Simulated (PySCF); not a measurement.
C4H3Cl2F. Atoms are numbered in the order given.

```xyz
10

C      2.7462    -0.2175    -0.1121
C      1.6094    -0.6279    -0.1305
C      0.2410    -1.1403    -0.1365
F     -0.0635    -1.7235    -1.3512
C     -0.8287    -0.0730     0.1418
Cl    -0.7666     1.2468    -1.0543
Cl    -0.6512     0.5272     1.8177
H      3.7542     0.1536    -0.1001
H      0.1314    -1.9122     0.6466
H     -1.8194    -0.5347     0.0604
```
Charge 0, spin multiplicity 1.

Geometry optimised at B3LYP-D3(BJ)/def2-SVP. The structure was generated by enumeration; whether it is a known compound was not checked. Other conformers were not sampled.

Level of theory: PBE/def2-TZVP (PySCF).

ESP charges are fitted to the potential on shells at 1.4 to 2.0 van der Waals radii. Atomic charges (e):

| atom | Löwdin | ESP fit | IAO |
|---|---|---|---|
| C1 | -0.05 | -0.34 | -0.19 |
| C2 | -0.10 | -0.02 | -0.05 |
| C3 | -0.40 | 0.27 | 0.15 |
| F4 | 0.16 | -0.17 | -0.29 |
| C5 | -0.73 | -0.54 | -0.12 |
| Cl6 | 0.35 | 0.05 | -0.04 |
| Cl7 | 0.34 | 0.02 | -0.05 |
| H8 | 0.13 | 0.30 | 0.21 |
| H9 | 0.16 | 0.12 | 0.18 |
| H10 | 0.14 | 0.31 | 0.19 |

Computed Mayer and Wiberg (Löwdin basis) orders of the bonds:
| bond | Mayer | Wiberg |
|---|---|---|
| C1–C2 | 2.72 | 2.93 |
| C2–C3 | 1.10 | 1.25 |
| C3–F4 | 1.13 | 1.64 |
| C3–C5 | 0.95 | 1.18 |
| C5–Cl6 | 1.13 | 1.66 |
| C5–Cl7 | 1.10 | 1.63 |
| C1–H8 | 1.00 | 0.91 |
| C3–H9 | 0.96 | 0.79 |
| C5–H10 | 0.94 | 0.86 |
